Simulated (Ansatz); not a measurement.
Reaction (isomerisation): `OC(O)=C[SiH3]` → `O=C(O)C[SiH3]`

Calculated with Ansatz (gas phase, PBE0-D4/def2-TZVP geometries, no zero-point term in ΔE). CBS: MP2 limit from def2 TZ/QZ plus the TZ coupled-cluster correction, frozen cores. DFT in def2-TZVPP. B3LYP here is the variant with VWN-RPA as its local correlation; programs differ in this. Each species was taken in one conformer, which may not be the lowest.

`OC(O)=C[SiH3]`:

Cartesian coordinates in Å:
```
O 1.684 0.453 0.021
C 0.492 0.775 -0.491
O 0.602 1.852 -1.297
C -0.623 0.092 -0.211
Si -0.650 -1.368 0.913
H 2.341 1.076 -0.308
H -0.265 2.068 -1.652
H -1.541 0.431 -0.677
H -0.206 -1.033 2.294
H -2.050 -1.867 0.983
H 0.215 -2.478 0.426
```

`O=C(O)C[SiH3]`:

Z-matrix (Å, degrees):
```
C
Si 1 1.886
C 1 1.497 2 111.8
H 1 1.095 2 111.0 3 -121.7
H 1 1.095 2 110.9 3 121.6
H 2 1.488 1 107.5 3 179.9
H 2 1.483 1 110.6 3 -61.5
H 2 1.483 1 110.6 3 61.2
O 3 1.343 1 112.7 2 -179.7
O 3 1.203 1 125.0 2 0.3
H 9 0.968 3 106.6 1 -180.0
```

```tsv
species	B3LYP energy (Eh)
`OC(O)=C[SiH3]`	-519.87872
`O=C(O)C[SiH3]`	-519.91285
```

Work out ΔE.

ΔE = (-519.91285) − (-519.87872) = -0.03413 Eh = -89.6 kJ/mol. CCSD(T)/CBS gives -89.7 kJ/mol.

Largest T1 diagnostic among the species: 0.014.
